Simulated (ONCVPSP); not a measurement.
**What the settings do to the ONCV potential of bromine (Br)**

Base potential:

- Element: Br
- Generator: ONCVPSP 4.0.1
- Type: optimised norm-conserving Vanderbilt (ONCV)
- Functional: LDA (Perdew-Wang 92)
- Relativity: scalar-relativistic
- Frozen core: [Ar]
- Valence charge: 17
- Reference configuration: 3d10 4s1 4p6
- Partial waves: 4s: rc 1.35 bohr, ncon 4, nbas 8, qcut 5.1 1/bohr, 2 projectors, debl 2.3 Ha; 4p: rc 1.45 bohr, ncon 4, nbas 9, qcut 5.5 1/bohr, 2 projectors, debl 3.9 Ha; 3d: rc 0.55 bohr, ncon 4, nbas 7, qcut 16.8 1/bohr, 2 projectors, debl 3.4 Ha
- Local potential: polynomial inside 0.40 bohr (lpopt 4, dvloc0 0 Ha)
- Core correction: polynomial model core, fcfact 0.6

All-electron outer shells of the reference configuration (LDA (PZ), scalar-relativistic, ld1.x):

```
shell  level (eV)  outermost node (bohr)  outermost maximum (bohr)
   3s     -238.76                   0.23                      0.48
   3p     -174.76                   0.21                      0.48
   3d      -68.53                      –                      0.43
   4s      -21.12                   0.67                      1.41
   4p       -8.60                   0.70                      1.64
```

Cutoffs, loose and tight: the cutoffs (Ha) at which the residual kinetic energy of the hardest occupied pseudo-wave falls to 1 and 0.1 mHa per electron. They do not see the model core or the augmentation charge, which bear on the density cutoff. Test errors are all-electron minus pseudo excitation energies from the reference, over the configurations 3d10 4s2 4p5; 3d10 4s2 4p4; 3d10 4s2 4p3; 3d9 4s2 4p6. A dash means not determined; rows that change the core or the reference have their own tests.

A true bound ghost makes a file unfit for plane-wave use even where its test errors are small: the radial tests pick states by their node count and pass the ghost by.

```tsv
change	outcome	cutoff, loose	cutoff, tight	bound ghosts	GHOST(+) flags above zero	largest test error (meV)
base	generated	583 Ha	786 Ha	s, p	s, d	-955
local potential polynomial inside 0.40 bohr (lpopt 4, dvloc0 5.5 Ha)	generated	583 Ha	786 Ha	s, p	s, d	-961
s: rc 1.36	generated	583 Ha	786 Ha	s, p	s, d	-955
core correction polynomial model core, fcfact 0.26	generated	583 Ha	786 Ha	s, p	s, d	-928
```
